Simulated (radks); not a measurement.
Task: Species: Ir2+. Configuration: [Kr] 4d10 4f14 5s1 5p6 5d7 5f1 (not the ground configuration). All-electron calculation, scalar-relativistic Kohn-Sham, OLYP, spin-polarised, spherical densities, point nucleus; open shells are filled with parallel spins first (spin-orbit coupling, left out, can overturn this in heavy ions). Program: a radial shooting solver on a logarithmic mesh with Libxc functionals. Some entries of the table are withheld. Estimate them.

| orbital | occ. | eigenvalue (hartree) | r(max) (bohr) |
|---|---|---|---|
| 1s up | 1 | -2798.943 | 0.01082 |
| 1s down | 1 | -2798.936 | 0.01082 |
| 2s up | 1 | -490.8144 | 0.06229 |
| 2s down | 1 | -490.8009 | 0.06229 |
| 2p up | 3 | -426.5446 | 0.05138 |
| 2p down | 3 | -426.5328 | 0.05138 |
| 3s up | 1 | -115.6950 | 0.1756 |
| 3s down | 1 | -115.6867 | 0.1756 |
| 3p up | 3 | -96.90505 | 0.1745 |
| 3p down | 3 | -96.89634 | 0.1745 |
| 3d up | 5 | -76.26219 | 0.1420 |
| 3d down | 5 | -76.25099 | 0.1420 |
| 4s up | 1 | -25.57314 | 0.3970 |
| 4s down | 1 | -25.55827 | 0.3971 |
| 4p up | 3 | -19.40918 | 0.4173 |
| 4p down | 3 | -19.39377 | 0.4174 |
| 4d up | 5 | -11.84971 | 0.4260 |
| 4d down | 5 | -11.82994 | 0.4260 |
| 5s up | 1 | -4.71013 | 0.8882 |
| 5s down | 0 | -4.59985 | 0.8857 |
| 4f up | 7 | (1) | 0.3942 |
| 4f down | 7 | (2) | 0.3940 |
| 5p up | 3 | -3.09384 | 0.9970 |
| 5p down | 3 | -2.97562 | 0.9950 |
| 5d up | 5 | -1.24313 | 1.249 |
| 5d down | 2 | -1.13328 | 1.252 |
| 5f up | 1 | -0.23384 | 4.929 |

Result: 
(1) 4f up eigenvalue (hartree): -3.43399
(2) 4f down eigenvalue (hartree): -3.40296
